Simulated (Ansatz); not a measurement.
Molecule: C$_{3}$H$_{6}$O, net charge 0, singlet state. SMILES: C=CCO
Geometry from a B3LYP-D3(BJ)/def2-TZVP (Ansatz, a program for electronic structure) optimisation:
```xyz
10

C      1.6892    -0.3896    -0.5271
C      0.7546     0.1540     0.2425
C     -0.6261     0.4924    -0.2244
O     -1.6295    -0.1713     0.5449
H      1.5002    -0.6114    -1.5719
H      2.6760    -0.6245    -0.1493
H      0.9599     0.3622     1.2888
H     -0.7297     0.2642    -1.2921
H     -0.8254     1.5579    -0.0904
H     -1.4513    -1.1180     0.5094
```

Property: enthalpy of formation at 298 K, in kcal/mol. Set-up: open shells spin-unrestricted; 6-31G* and kin with 6d, 5d where marked; LANL2DZ all-electron up to Ne; no spin-orbit coupling; 6-311+G** with 5d; frozen cores in correlated levels; non-relativistic. CBS(X,Y): correlation extrapolated as X^-3; Hartree-Fock from the larger set. [CCSD(T)-MP2]/basis is that difference in the basis named. Ab initio and DFT rows: single points at B3LYP-D3(BJ) geometries (Ansatz), with unscaled harmonic terms from B3LYP/6-31G* (Ansatz) at its own minima, enthalpies of formation by atomisation with measured atoms.

Measured values: CRC Handbook, as tabulated in the package chemicals; they hold spin-orbit and core effects, anharmonicity and other conformers. 

Value to compare with, the measured value: -29.8 kcal/mol.

| level | program | enthalpy of formation at 298 K (kcal/mol) | error |
|---|---|---|---|
| MP2/STO-3G | Ansatz | 13.1 | 42.9 |
| MP2/3-21G | Ansatz | 112.5 | 142.3 |
| MP2/LANL2DZ | Ansatz | 122.0 | 151.8 |
| MP2/6-31G* | Ansatz | 44.2 | 74.0 |
| MP2/6-311+G** | Ansatz | 11.7 | 41.5 |
| RI-MP2/CBS(aug-cc-pVTZ,aug-cc-pVQZ)+[CCSD(T)-MP2]/aug-cc-pVTZ | Ansatz | -29.2 | 0.6 |

Among the 5 habitual levels, MP2/LANL2DZ lies farthest from the measured value (151.8 kcal/mol); 5 of 5 lie above it, and their mean absolute error is 90.5 kcal/mol, the median 74.0. One case shows no general order.

The sets are all those run for this method; left out are runs that failed, that the program found above a lower state of the same kind, or whose <S^2> lies over 0.5 above the pure value.
